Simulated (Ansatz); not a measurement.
Problem. Name a neutral molecule of Br, C, Cl, F, Si and H with size of the dipole moment (ωB97M-V/def2-TZVPP) between 1.55 and 1.85 D and LUMO energy (PBE0/def2-TZVPP) between -1.25 and -0.95 eV (Ansatz, PBE0-D4/def2-TZVP geometry).

Solution. `FC([SiH3])(Cl)Br` (1.62 D, -1.16 eV). Other molecules can fit too; these were computed, each in one conformer that needn't be the lowest.
